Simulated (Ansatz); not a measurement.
Species: C₂H₄B₂, SMILES `C#CBB` (H–B–B–C torsion 91°) (charge 0, multiplicity 1), formula C2H4B2.

How many basis functions does frozen-core CCSD(T)/cc-pVTZ // CAM-B3LYP-D3(BJ)/def2-TZVP run with Ansatz (a quantum-chemistry and plane-wave program) use, how many core orbitals are frozen, and how many electrons are correlated?

176 basis functions and 4 frozen orbitals, which leaves 18 correlated electrons. Core time is of the order of seconds.
